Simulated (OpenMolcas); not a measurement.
Ti2+ (d2) on a cation site of an ionic host was computed by CASSCF with the d shell active (OpenMolcas, ANO-RCC-VTZP on the metal). Its lowest spin-free states, and all those of the highest spin:

| 2S+1 | Degeneracy | E (cm-1) |
| --- | --- | --- |
| 3 | 1 | 0.0 |
| 3 | 3 | 4058 |
| 3 | 3 | 7144 |
| 1 | 2 | 12362 |
| 1 | 3 | 16170 |
| 3 | 3 | 18426 |
| 1 | 1 | 19342 |
| 1 | 3 | 20982 |
| 1 | 2 | 23848 |
| 1 | 3 | 24233 |
| 1 | 1 | 47392 |

**Question.** Is the site octahedral, tetrahedral or cube-like, axial, or of lower symmetry?

**Answer.** The states with 2S+1 = 3 have orbital degeneracies 1, 3, 3, 3. Threefold states need a cubic site. For d2 at this spin an octahedron puts the threefold T1 below the threefold T2 and a tetrahedron or cube puts the single A2 below the threefold T2, so the site is a tetrahedron or a cube, which this pattern cannot tell apart. The first gap at this spin, 4060 cm-1, is |10Dq| in ligand-field theory. The run had Ti2+ with its 8 nearest fluoride ions at 2.51 Å, on the Sr site of SrF2 (a = 5.796 Å, distance in the model lattice 2.510 Å). The rest of the host is ab initio model potentials to 7.6 Å and point charges beyond; the distance is set by hand and nothing relaxes. Ligand basis ANO-RCC-VDZP.

Without dynamic correlation the repulsion within the d shell is too large (B by tens of per cent), so at a given field states of lower spin stand too high. Ligand-to-metal charge-transfer states are missing. With no ligand orbital active B as a rule stays too high, so bands that hang on it stand too high and its fall with covalency is understated. With metal d orbitals alone and no dynamic correlation 10Dq can be off by a tenth to a fifth, either way, in oxide and fluoride hosts. The distance lies 6 % over the 2.373 Å that this model takes as the normal distance (a Shannon-type radius plus a fixed donor radius, weighted with the host); by an R⁻⁵ law this alone changes a d-shell field by about -24 %. No measured value stands beside these numbers; the geometry was set by hand and not optimised.
